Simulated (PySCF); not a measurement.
## Stretching PI

Set-up: PySCF, scalar-relativistic core potentials, basis sets P def2-TZVPP, I def2-TZVPP with ECP28. Energies in eV from P + I in their ground configurations at the same level. State: ³Σ⁻ (triplet), unpaired electrons π ↑↑.

All columns are PBE0. A positive dipole means P(−)I(+).

| R (Å) | E (eV) | μ (D) | Mulliken charge on P (basis-dependent) | HOMO (eV) | LUMO (eV) | Mayer bond order | ⟨S²⟩ |
| --- | --- | --- | --- | --- | --- | --- | --- |
| 2.046 | -1.455 | 1.20 | -0.15 | -5.99 | -2.52 | 1.68 | 2.01 |
| 2.141 | -2.103 | 0.91 | -0.10 | -6.21 | -2.67 | 1.60 | 2.01 |
| 2.236 | -2.446 | 0.58 | -0.06 | -6.42 | -2.80 | 1.52 | 2.01 |
| 2.308 | -2.562 | 0.32 | -0.03 | -6.57 | -2.90 | 1.46 | 2.01 |
| 2.379 | -2.590 | 0.06 | 0.00 | -6.71 | -2.99 | 1.40 | 2.01 |
| 2.450 | -2.552 | -0.21 | 0.03 | -6.84 | -3.07 | 1.35 | 2.01 |
| 2.546 | -2.428 | -0.56 | 0.07 | -6.99 | -3.18 | 1.29 | 2.01 |
| 2.664 | -2.198 | -0.99 | 0.10 | -7.15 | -3.31 | 1.22 | 2.01 |
| 2.807 | -1.864 | -1.47 | 0.14 | -7.28 | -3.52 | 1.14 | 2.02 |
| 2.998 | -1.394 | -2.01 | 0.17 | -7.34 | -4.13 | 1.02 | 2.06 |

A fit through these points gives, at Re = 2.370 Å, μ = 0.09 D and dμ/dR = -3.73 D/Å; the reduced mass is 24.9 u.

Problem. How strong is the fundamental in the double-harmonic approximation, I = 42.26·(dμ/dR)²/μred km/mol?

Solution. I = 42.26·(-3.73)²/24.9 = 23.6 km/mol at PBE0.

These are scalar-relativistic numbers at best; spin–orbit coupling would shift them, the dissociation energy most. The state was picked by a PBE0 search and need not be the measured ground state.
